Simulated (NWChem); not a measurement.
# C2H3O2, doublet; SMILES C(=O)([O])C

Computed with NWChem. Spin-unrestricted. All runs use the structure optimised with PBE0/def2-SVP, spin-unrestricted. No stability test was run on the SCF state. Total energies compare along this basis series because the functional is fixed.

```
level             basis functions  energy (Ha)  highest occupied level (eV)  lowest empty minus highest occupied level, either spin (eV)  dipole (D)   <S²>
----------------  ---------------  -----------  ---------------------------  -----------------------------------------------------------  ----------  -----
PBE0/cc-pVDZ                   71    -228.1763                        -8.24                                                         3.77        3.08  0.757
PBE0/aug-cc-pVDZ              119    -228.1941                          [?]                                                         3.70         [?]  0.758
PBE0/cc-pVTZ                  162    -228.2433                        -8.47                                                         3.74        3.21  0.758
```

### Question
Some entries are withheld; supply them.

### Answer

- PBE0/aug-cc-pVDZ, highest occupied level (eV): -8.59
- PBE0/aug-cc-pVDZ, dipole (D): 3.31
